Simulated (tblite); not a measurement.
Isomers of C3H12N2Si. Calculated harmonic vibrations of the isolated species, GFN2-xTB (tblite), most abundant isotopes, no scaling. This tight-binding method is rough: wavenumbers can miss measured ones by several per cent, in bad cases by 10 to 20. Modes of hydrogen on silicon can be 10 to 20 % off. One conformer each.

Electronic energies: GFN2-xTB at the same geometries; isomer energies are rough at this level and their order can be wrong.

```json
{"SMILES": "CC(C)N[SiH2]N", "electronic energy, lowest = 0 (kcal/mol)": "0.0"}
{"SMILES": "CCC[SiH](N)N", "electronic energy, lowest = 0 (kcal/mol)": "10.6"}
{"SMILES": "CN[SiH](C)NC", "electronic energy, lowest = 0 (kcal/mol)": "11.4"}
```

How do GFN2-xTB zero-point energies change the relative energies?

```tsv
SMILES	ZPE (kcal/mol)	of it from modes above 1550 cm⁻¹	electronic (kcal/mol)	with ZPE, lowest = 0 (kcal/mol)	lowest mode (cm⁻¹)	rings
CC(C)N[SiH2]N	94.6	51.3	0.0	0.0	61	0
CCC[SiH](N)N	95.9	53.0	10.6	11.8	46	0
CN[SiH](C)NC	95.4	51.3	11.4	12.2	74	0
```

The zero-point energies span 1.3 kcal/mol, from `CC(C)N[SiH2]N` to `CCC[SiH](N)N`. The order is unchanged.

What do entropy and thermal enthalpy add at 298.15 K and 1 bar (rigid rotor, harmonic oscillator, one conformer each)?

| SMILES | point group | symmetry number | S (cal/(mol K)) | H − H(0) (kcal/mol) | ZPE + H − H(0) − TS (kcal/mol) |
| --- | --- | --- | --- | --- | --- |
| CC(C)N[SiH2]N | C1 | 1 | 93.3 | 6.61 | 73.4 |
| CCC[SiH](N)N | C1 | 1 | 96.1 | 6.85 | 74.1 |
| CN[SiH](C)NC | C1 | 1 | 97.1 | 6.98 | 73.5 |
